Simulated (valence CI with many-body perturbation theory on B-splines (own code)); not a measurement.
# E1 line list for Mn XIX

Method: configuration interaction combined with many-body perturbation theory (CI+MBPT): five valence electrons over a frozen Dirac-Fock core [He], a basis of 11 s, 11 p, 10 d, 8 f, 5 g, 2 h functions for each j, with the one-electron correlation potential Σ1 (screened to all orders), the two-electron term Σ2, the three-electron term Σ3, Breit, model QED; selected single and double excitations, second order for the rest, scaled by the run's own slope (own B-spline code, finite nucleus).

No measured levels were compared; by estimate levels of excited configurations hold to 0.05 to 0.15 % of their energy, terms of the ground configuration to about 0.5 %. Among the levels kept, up to 5400 cm⁻¹ of a level comes from second order outside the variational space, and about a tenth of that is noise between levels of different J, which matters for small intervals.

Lines 1 to 50 of 596 in falling wavelength, among levels below 1000.47 eV, chosen from the strongest by gf and those to the six lowest levels. Wavelengths and rates use the calculated energies, so an error of 600 cm⁻¹ moves a line at 56.98 nm by 0.34 % and its rate by three times that or more. Electric multipoles are in the length gauge with retardation, E1 and E2 with the static RPA response of the core. Weak lines are less certain than strong ones. Lines between different terms over intervals too small for the method are left out, as are lines whose strength nearly cancels. Where a level lies close to another of its J and parity, the split of strength between their lines is uncertain. The highest levels of a list are the least certain.

Names give the largest LS component (configuration and term), which can be under half, so a name can repeat, a term be missing and a line seem to break the LS rules; names also repeat where a configuration has a term twice. Letters in brackets count levels of one name in rising energy.

| λ vac (nm) | Upper | Lower | A (s⁻¹) | S (a.u.) with core polarisation | S without |
| --- | --- | --- | --- | --- | --- |
| 56.98 | 2s 2p3 3p 4P_5/2 [a] | 2s 2p3 3s 4S°_3/2 [a] | 7.46e+08 | 4.09e-01 | 4.09e-01 |
| 56.96 | 2s 2p3 3p 2F_7/2 [a] | 2s 2p3 3s 2D°_5/2 [a] | 1.13e+09 | 8.23e-01 | 8.24e-01 |
| 56.86 | 2s 2p3 3p 4P_3/2 [a] | 2s 2p3 3s 4S°_3/2 [a] | 8.73e+08 | 3.17e-01 | 3.17e-01 |
| 55.47 | 2s 2p3 3p 2F_5/2 [a] | 2s 2p3 3s 2D°_3/2 [a] | 1.19e+09 | 6.00e-01 | 6.00e-01 |
| 54.90 | 2s 2p3 3p 4P_1/2 [a] | 2s 2p3 3s 4S°_3/2 [a] | 9.10e+08 | 1.49e-01 | 1.49e-01 |
| 53.13 | 2s 2p3 3p 4D_3/2 [a] | 2s 2p3 3s 4D°_5/2 | 7.16e+08 | 2.12e-01 | 2.12e-01 |
| 52.78 | 2s 2p3 3d 4D°_7/2 [b] | 2s 2p3 3p 4P_5/2 [b] | 2.90e+08 | 1.68e-01 | 1.68e-01 |
| 52.75 | 2s 2p3 3p 4D_3/2 [a] | 2s 2p3 3s 4D°_3/2 | 5.57e+08 | 1.61e-01 | 1.62e-01 |
| 52.36 | 2s2 2p2 3p 4D°_1/2 | 2s2 2p2 3s 4P_1/2 | 1.37e+09 | 1.94e-01 | 1.94e-01 |
| 50.65 | 2s 2p3 3p 2F_5/2 [b] | 2s 2p3 3s 2D°_3/2 [b] | 1.67e+09 | 6.43e-01 | 6.44e-01 |
| 50.55 | 2s 2p3 3p 2P_3/2 [c] | 2s 2p3 3s 2D°_5/2 [b] | 7.01e+08 | 1.79e-01 | 1.79e-01 |
| 50.43 | 2s 2p3 3p 4P_3/2 [d] | 2s 2p3 3s 4S°_3/2 [b] | 1.05e+09 | 2.67e-01 | 2.67e-01 |
| 50.22 | 2s 2p3 3p 4F_7/2 | 2s 2p3 3s 4D°_7/2 | 1.22e+09 | 6.08e-01 | 6.08e-01 |
| 50.05 | 2s 2p3 3p 4F_5/2 | 2s 2p3 3s 4D°_5/2 | 1.33e+09 | 4.93e-01 | 4.94e-01 |
| 50.03 | 2s 2p3 3d 4D°_5/2 [b] | 2s 2p3 3p 4P_3/2 [b] | 6.65e+08 | 2.46e-01 | 2.47e-01 |
| 49.73 | 2s 2p3 3p 4D_5/2 [b] | 2s 2p3 3s 4P°_5/2 | 5.32e+08 | 1.94e-01 | 1.94e-01 |
| 49.24 | 2s 2p3 3p 4F_3/2 | 2s 2p3 3s 4D°_1/2 | 1.11e+09 | 2.62e-01 | 2.62e-01 |
| 49.17 | 2s2 2p2 3p 4P°_5/2 | 2s2 2p2 3s 4P_5/2 | 1.25e+09 | 4.40e-01 | 4.40e-01 |
| 49.07 | 2s 2p3 3p 2D_3/2 [b] | 2s 2p3 3s 2P°_1/2 [a] | 1.24e+09 | 2.88e-01 | 2.88e-01 |
| 48.73 | 2s2 2p2 3p 2F°_5/2 | 2s2 2p2 3s 2D_3/2 | 1.61e+09 | 5.53e-01 | 5.53e-01 |
| 48.56 | 2s 2p3 3p 4D_1/2 [b] | 2s 2p3 3s 4P°_1/2 | 1.36e+09 | 1.54e-01 | 1.54e-01 |
| 48.47 | 2s 2p3 3d 4G°_9/2 | 2s 2p3 3p 4F_9/2 | 3.66e+08 | 2.06e-01 | 2.06e-01 |
| 48.26 | 2s 2p3 3p 4D_3/2 [b] | 2s 2p3 3s 4P°_3/2 | 1.01e+09 | 2.23e-01 | 2.23e-01 |
| 48.18 | 2s 2p3 3d 4P°_5/2 [a] | 2s 2p3 3p 4P_5/2 [b] | 9.69e+08 | 3.21e-01 | 3.21e-01 |
| 47.96 | 2s 2p3 3p 6P_3/2 | 2s 2p3 3s 6S°_5/2 | 2.14e+09 | 4.67e-01 | 4.67e-01 |
| 47.87 | 2s 2p3 3p 2P_3/2 [b] | 2s 2p3 3s 2P°_3/2 [a] | 1.93e+09 | 4.19e-01 | 4.19e-01 |
| 47.05 | 2s 2p3 3p 2D_5/2 [b] | 2s 2p3 3s 2P°_3/2 [a] | 1.62e+09 | 5.00e-01 | 5.00e-01 |
| 46.65 | 2s 2p3 3p 6P_5/2 | 2s 2p3 3s 6S°_5/2 | 2.27e+09 | 6.82e-01 | 6.83e-01 |
| 46.51 | 2s 2p3 3p 4D_7/2 [a] | 2s 2p3 3s 4D°_7/2 | 6.29e+08 | 2.50e-01 | 2.50e-01 |
| 46.44 | 2s2 2p2 3p 4P°_3/2 | 2s2 2p2 3s 4P_3/2 | 1.08e+09 | 2.14e-01 | 2.14e-01 |
| 46.37 | 2s 2p3 3p 4D_3/2 [b] | 2s 2p3 3s 4P°_1/2 | 1.00e+09 | 1.97e-01 | 1.97e-01 |
| 46.31 | 2s 2p3 3p 4F_7/2 | 2s 2p3 3s 4D°_5/2 | 8.07e+08 | 3.16e-01 | 3.17e-01 |
| 46.25 | 2s2 2p2 3d 2D_5/2 [c] | 2s2 2p2 3p 2P°_3/2 [b] | 8.09e+08 | 2.37e-01 | 2.37e-01 |
| 46.17 | 2s 2p3 3p 4D_5/2 [b] | 2s 2p3 3s 4P°_3/2 | 1.68e+09 | 4.90e-01 | 4.90e-01 |
| 46.16 | 2s 2p3 3d 4F°_9/2 [a] | 2s 2p3 3p 4F_9/2 | 3.35e+08 | 1.63e-01 | 1.63e-01 |
| 46.15 | 2s 2p3 3p 4D_7/2 [b] | 2s 2p3 3s 4P°_5/2 | 2.34e+09 | 9.06e-01 | 9.07e-01 |
| 46.11 | 2s 2p3 3p 2F_7/2 [b] | 2s 2p3 3s 2D°_5/2 [b] | 2.45e+09 | 9.50e-01 | 9.50e-01 |
| 45.98 | 2s 2p3 3d 2F°_7/2 [c] | 2s 2p3 3p 2D_5/2 [c] | 1.22e+09 | 4.69e-01 | 4.69e-01 |
| 45.80 | 2s 2p3 3p 4P_5/2 [d] | 2s 2p3 3s 4S°_3/2 [b] | 2.15e+09 | 6.13e-01 | 6.13e-01 |
| 45.64 | 2s 2p3 3d 4G°_5/2 | 2s 2p3 3p 2P_3/2 [a] | 5.12e+08 | 1.44e-01 | 1.44e-01 |
| 45.47 | 2s2 2p2 3d 2P_3/2 [b] | 2s2 2p2 3p 2P°_3/2 [b] | 8.47e+08 | 1.57e-01 | 1.57e-01 |
| 45.43 | 2s 2p3 3d 4F°_7/2 [a] | 2s 2p3 3p 4F_7/2 | 7.41e+08 | 2.74e-01 | 2.74e-01 |
| 45.38 | 2s 2p3 3d 6D°_7/2 | 2s 2p3 3p 6P_7/2 | 6.41e+08 | 2.37e-01 | 2.37e-01 |
| 45.27 | 2s2 2p2 3p 4D°_7/2 | 2s2 2p2 3s 4P_5/2 | 2.34e+09 | 8.58e-01 | 8.59e-01 |
| 45.20 | 2s 2p3 3p 2D_5/2 [d] | 2s 2p3 3s 2P°_3/2 [b] | 2.40e+09 | 6.58e-01 | 6.58e-01 |
| 45.14 | 2s2 2p2 3p 4D°_5/2 | 2s2 2p2 3s 4P_3/2 | 2.15e+09 | 5.85e-01 | 5.85e-01 |
| 45.04 | 2s 2p3 3d 6D°_9/2 | 2s 2p3 3p 6P_7/2 | 1.85e+09 | 8.36e-01 | 8.36e-01 |
| 44.96 | 2s2 2p2 3p 2D°_3/2 [a] | 2s2 2p2 3s 2P_1/2 | 1.14e+09 | 2.04e-01 | 2.04e-01 |
| 44.87 | 2s 2p3 3p 4D_5/2 [a] | 2s 2p3 3s 4D°_3/2 | 2.18e+09 | 5.82e-01 | 5.83e-01 |
| 44.70 | 2s 2p3 3d 4G°_11/2 | 2s 2p3 3p 4F_9/2 | 2.39e+09 | 1.26e+00 | 1.26e+00 |
